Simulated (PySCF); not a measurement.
Work out the structure from these simulated measurements.

Formula: C7H4F3N.

| Quantity | Value |
| --- | --- |
| Couplings | largest of the computed one-bond spin–spin couplings (means over like bonds): 19F–13C -386.8, 19F–13C -368.5, 19F–13C -287.7, 13C–1H +187.7, 13C–1H +174.2, 13C–1H +172.2, 13C–1H +169.5 Hz [B3LYP/pcJ-1, spin–dipole term left out for some pairs] |
| 13C NMR | chemical shifts (computed TMS as zero) by class: 164.3 (1 C), 155.1 (1 C), 154.3 (1 C), 141.8 (1 C), 134.7 (1 C), 126.3 (1 C), 122.7 (1 C) ppm [GIAO PBE0/pcSseg-1] |
| UV, first state | lowest singlet excitation: 4.62 eV (269 nm, f = 0.002) [TDDFT PBE0/def2-SVPD] |
| NMR, other nuclei | isotropic shieldings of nuclei other than C and H, by class: -78 (1 N), 268 (1 F), 275 (1 F), 380 (1 F) ppm [GIAO PBE0/pcSseg-1] |
| Dipole | 2.91 D [PBE0/def2-SVPD] |
| Polarisability | 94.2 au [PBE0/def2-SVPD] |
| Rotational structure | rotational constants A, B, C: 2.478, 0.732, 0.565 GHz [PBE0-D3(BJ)/def2-SVP] |
| 1H NMR | chemical shifts (computed TMS as zero) by class: 8.77 (1 H), 7.81 (1 H), 7.47 (1 H), 7.10 (1 H) ppm [GIAO PBE0/pcSseg-1] |
| Triplet | lowest triplet excitation (Tamm–Dancoff): 3.17 eV [TDA PBE0/def2-SVPD] |

Gas-phase values; electronic properties from PySCF, density fitting. Levels stand in brackets. Isolated species at its PBE0-D3(BJ)/def2-SVP geometry (one conformer only). Each NMR value is the plain mean over a class of atoms that symmetry, rotation or inversion makes alike.

Task: Give a SMILES that accounts for the data.

Result: Numbering: `[F:1][C:2]([F:3])=[C:4]([F:5])[c:6]1[cH:7][cH:8][cH:9][cH:10][n:11]1`. Its formula, C7H4F3N, gives 5 degrees of unsaturation: 1 ring and 4 π bonds in the structure found (Kekulé form). 7 carbons fall into 7 classes; from least to most shielded: =CF2 carbon [C2] (164.3 ppm), aromatic CH next to a ring nitrogen [C10] (155.1 ppm), substituted aromatic carbon [C6] (154.3 ppm), aromatic CH carbon [C8] (141.8 ppm), vinylic C–F carbon [C4] (134.7 ppm), aromatic CH carbon [C9] (126.3 ppm), aromatic CH carbon [C7] (122.7 ppm). Hydrogen classes from least to most shielded: 1 H on an aromatic CH next to a ring nitrogen, C10 (8.77 ppm), 1 H on an aromatic CH carbon, C8 (7.81 ppm), 1 H on an aromatic CH carbon, C7 (7.47 ppm), 1 H on an aromatic CH carbon, C9 (7.10 ppm). The other shieldings belong to: -78 ppm, pyridine-type nitrogen [N11]; 268 ppm, vinyl fluorine [F1]; 275 ppm, vinyl fluorine [F3]; 380 ppm, vinyl fluorine [F5]. The couplings run between: -386.8 Hz, vinyl fluorine [F3] and =CF2 carbon [C2]; -368.5 Hz, vinyl fluorine [F1] and =CF2 carbon [C2]; -287.7 Hz, vinyl fluorine [F5] and vinylic C–F carbon [C4]; +187.7 Hz, aromatic CH next to a ring nitrogen [C10] and its hydrogen; +174.2 Hz, aromatic CH carbon [C7] and its hydrogen; +172.2 Hz, aromatic CH carbon [C9] and its hydrogen; +169.5 Hz, aromatic CH carbon [C8] and its hydrogen. S1 is mainly HOMO−1→LUMO (weight 0.98); the largest Löwdin shares of the orbital it empties are 0.58 on the pyridine-type nitrogen, 0.11 on the aromatic CH next to a ring nitrogen, 0.09 on the substituted aromatic carbon and 0.05 on an aromatic CH carbon, of the orbital it fills 0.16 on the substituted aromatic carbon, 0.15 on the pyridine-type nitrogen, 0.14 on an aromatic CH carbon and 0.13 on an aromatic CH carbon. By its constants the optimised geometry is an asymmetric top. Structure: `FC(=C(c1ccccn1)F)F`. Computed isomers that give other values at the same levels: `FC(F)(F)C#Cn1cccc1` (rotational constant A: 3.512 GHz; this holds for the one conformer computed). The assignments are read from this structure; whether some other isomer fits the data as well wasn't checked.

Conformer computed: `[F:1][C:2]([F:3])=[C:4]([F:5])[c:6]1[cH:7][cH:8][cH:9][cH:10][n:11]1`: C2–C4–C6–C7 -179°.
